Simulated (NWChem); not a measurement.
# Correlation energy of silicon monosulfide (SSi)

```
Si
S 1 1.9396
```
Charge 0, spin multiplicity 1.

Program: NWChem. Structure: optimised with PBE0/def2-SVP, a minimum by its harmonic frequencies.

Basis set: cc-pVDZ. Each correlation energy counts from its own Hartree-Fock reference.

```json
[
 {"method": "CCSD+T(CCSD)", "correlation energy (mHa)": "-237.6", "difference from CCSD(T)": "-1.0"},
 {"method": "CCSD(T)", "correlation energy (mHa)": "-236.6", "difference from CCSD(T)": "0.0"},
 {"method": "CCSD", "correlation energy (mHa)": "-225.6", "difference from CCSD(T)": "+11.0"},
 {"method": "CR-CCSD(T)", "correlation energy (mHa)": "-234.3", "difference from CCSD(T)": "+2.4"},
 {"method": "CCSDT", "correlation energy (mHa)": "-237.6", "difference from CCSD(T)": "-0.9"},
 {"method": "CR-CCSD[T]", "correlation energy (mHa)": "-235.0", "difference from CCSD(T)": "+1.6"},
 {"method": "MP2", "correlation energy (mHa)": "-203.8", "difference from CCSD(T)": "+32.8"},
 {"method": "SCS-MP2", "correlation energy (mHa)": "-200.0", "difference from CCSD(T)": "+36.6"},
 {"method": "RI-MP2", "correlation energy (mHa)": "-204.0", "difference from CCSD(T)": "+32.6"}
]
```

The values span 37.6 mHa, from CCSD+T(CCSD) (lowest) to SCS-MP2 (highest). 

The correlated methods keep 10 core orbitals frozen. Differences from the coupled-cluster row are differences between methods, not errors against experiment.
